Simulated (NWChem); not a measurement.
# SiHClF2; SMILES F[SiH](F)Cl

All runs: NWChem. Structure relaxed at the PBE0/def2-SVP level.

Diagonal of the polarisability tensor at PBE0/def2-SVPD, static: 35.42, 43.19, 34.26 bohr³.

**Question.** Find the mean polarisability volume, the molar refraction, and the refractive index that an ideal gas of it would have at 273.15 K and 1 atm.

**Answer.** 
1. Mean: one third of the trace = 37.62 bohr³ × 0.14818 Å³/bohr³ = 5.58 Å³.
2. Molar refraction (Lorentz-Lorenz): (4π/3) N_A α = 14.1 cm³/mol.
3. Number density p/kT = 2.687 × 10⁻⁵ Å⁻³; n − 1 = 2π N α = 9.41 × 10⁻⁴.
4. These hold the electronic response alone: vibrational and orientational terms add to the static dielectric constant.
